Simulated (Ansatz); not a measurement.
`Fc1cccc(F)c1F` from Hartree–Fock to CCSD(T)

Cartesian coordinates in Å:
```
F 1.376 -0.958 -2.093
C 0.665 -0.485 -1.074
C -0.701 -0.323 -1.187
C -1.412 0.173 -0.105
C -0.769 0.502 1.078
C 0.598 0.331 1.167
F 1.246 0.638 2.288
C 1.330 -0.162 0.099
F 2.642 -0.323 0.196
H -1.185 -0.586 -2.119
H -2.484 0.304 -0.184
H -1.305 0.891 1.934
```

The species carries charge 0 and has multiplicity 1. Geometry: relaxed with PBE0-D4/def2-TZVP. Frozen core, restricted reference, Ansatz.

```json
{"basis": "def2-SVP", "HF (Eh)": "-526.82860", "MP2 corr.": "-1.30627"}
{"basis": "def2-TZVPP", "HF (Eh)": "-527.45967", "MP2 corr.": "-1.65984"}
{"basis": "def2-QZVPP", "HF (Eh)": "-527.48181", "MP2 corr.": "-1.79149"}
```

(1) Estimate the CCSD correlation energy and the (T) correction in each basis where they were run (hartree).

Results:

(1) 
| basis | CCSD corr. | (T) |
| --- | --- | --- |
| def2-SVP | -1.33886 | -0.04536 |
